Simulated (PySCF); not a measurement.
# Relaxation of singlet TcH₅

These are results of PBE0/[Tc def2-TZVP with ECP28, H def2-TZVP], scalar-relativistic core potentials, density fitting, no spin–orbit coupling, PySCF, not measurements. A (50,194) grid was used.

A start at or just off a symmetric point, pushed along the force that breaks its symmetry, of C2v symmetry, free to break it:

Coordinates in bohr (charge 0 multiplicity 1):
```
Tc   -0.0021    0.0000    0.0000
H    -0.0146    0.0000    3.3035
H    -0.0146    0.0000   -3.3035
H     3.1360    0.0000    0.0000
H    -1.4524    2.5962    0.0000
H    -1.4524   -2.5963    0.0000
```

Optimiser trace:
```tsv
step	E − E(last) (kJ/mol)	largest gradient (Eh/bohr)
0	259.96	0.06416
1	177.76	0.07051
2	97.45	0.03818
3	33.29	0.03299
4	4.32	0.02654
5	0.31	0.00328
6	0.03	0.00243
7	0.00	0.00028
8	0.00	0.00006
```

It ends at C4v with Tc–H 1.592 Å (×4), Tc–H 1.646 Å; H–Tc–H 74.6° (×4), H–Tc–H 118.0° (×2), H–Tc–H 121.0° (×4). A frequency run shows 2 imaginary modes (one degenerate set), down to 465i cm⁻¹, so it is a higher-order saddle point. Other isomers or separated fragments may lie lower.
